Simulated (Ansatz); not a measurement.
**GaHCl (SMILES [Cl][GaH]): methods side by side**

GaHCl: 3 atoms, total charge 0, spin state doublet. SMILES: `[Cl][GaH]`. The shape is that of a PBE0-D4/def2-TZVP optimisation.

```xyz
3

Cl    1.5307   -0.1913    0.8057
Ga   -0.3311   -0.5835   -0.2328
H    -1.2105    0.7100   -0.5863
```

Quantity: the energy change with the Ga2–H3 bond stretched from 1.604 to 2.004 Å, in eV. The values are calculated.

| level | kind | program | value (eV) | CPU time (all runs) |
| --- | --- | --- | --- | --- |
| UHF/STO-3G | Hartree–Fock | Ansatz | 1.23 | 3.8 s |
| USVWN5/STO-3G | LDA | Ansatz | 1.16 | 11 s |
| U-revPBE/STO-3G | GGA | Ansatz | 1.05 | 19 s |
| U-r2SCAN/STO-3G | meta-GGA | Ansatz | 1.15 | 1.8 min |
| U-r2SCAN0/STO-3G | hybrid meta-GGA | Ansatz | 1.19 | 91 s |
| U-wB97M-V/STO-3G | range-separated hybrid | Ansatz | 1.24 | 1.8 min |
| U-wB97X/STO-3G | range-separated hybrid | Ansatz | 1.25 | 85 s |
| UHSE06/STO-3G | range-separated hybrid | Ansatz | 1.13 | 20 s |
| UB2PLYP/STO-3G | double hybrid | Ansatz | 1.06 | 34 s |
| UMP2/STO-3G | perturbation theory | Ansatz | 1.02 | 6 s |

All-electron rows without a relativistic Hamiltonian named are non-relativistic. The first shape isn't each level's own minimum. The values span 1.02 to 1.25 eV. Spin contamination of the reference (⟨S²⟩ at least 0.1 too high) touches UHF/STO-3G, UMP2/STO-3G. All rows use very small basis sets, so none should be taken for the real molecule's value. In the correlated wave-function rows the outer d shell of Ga is correlated, in sets not made for it. CPU times are rough (shared hosts, several kinds of processor and program).
